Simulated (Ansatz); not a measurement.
Computed with Ansatz on PBE0-D4/def2-TZVP structures; ΔE is electronic, products minus reactants. CBS: MP2 limit from def2 TZ/QZ plus the TZ coupled-cluster correction, frozen cores. This one scheme is used for every species, atoms too. DFT in def2-TZVPP. No spin–orbit coupling; open shells (•) take unrestricted orbitals. Spin–orbit coupling would lower the free atoms: a little for C, O, Si; clearly for Se. Bonds to Se are less sure, by a few kJ/mol each and by 10 to 20 or more in all where they break to atoms, as the def2 sets lack core-valence functions. Scalar relativity is left out up to krypton. Each species was taken in one conformer, which may not be the lowest.

`O[SiH2]/C=C/[SeH]` → 2 C• + 6 H• + O• + Se• + Si•  (atomization)

`O[SiH2]/C=C/[SeH]`:

```xyz
11

O     1.303   -0.758   -2.059
Si   -0.143   -0.593   -1.281
C     0.032    0.699    0.022
C    -0.176    0.399    1.303
Se   -0.064    1.650    2.717
H     1.285   -1.104   -2.952
H    -1.187   -0.225   -2.282
H    -0.556   -1.855   -0.605
H     0.294    1.719   -0.254
H    -0.432   -0.609    1.617
H    -0.357    0.678    3.775
```

| level | ΔE (kcal/mol) |
| --- | --- |
| ωB97X-V | 956.8 |
| HF/CBS(def2) | 687.2 |

(1) What does CCSD(T)/CBS give? (Estimate.)

Largest T1 diagnostic among the species: 0.012.

## Answers

(1) Ansatz gave: +958.3 kcal/mol. The listed levels differ from it by -1.5, -271.1 kcal/mol.

In def2-TZVPP, CCSD(T) changes the Hartree–Fock value by +245.9 kcal/mol (the triples alone add +15.8 kcal/mol) and MP2 by +261.6 kcal/mol; breaking electron pairs costs correlation energy, which Hartree–Fock lacks. The D4 term adds +9.6 kcal/mol with B3LYP and +5.1 kcal/mol with PBE0; it sums over pairs of atoms, weighted by their polarisabilities, and B3LYP, whose exchange is more repulsive, gets the larger term.

B3LYP here is the variant with VWN-RPA as its local correlation; programs differ in this.

For atomizations the MP2-based limit and the directly extrapolated one differ by several kJ/mol either way, and by 10 to 25 for some Ge, Se and Sn compounds, so smaller differences from it don't rank the levels.
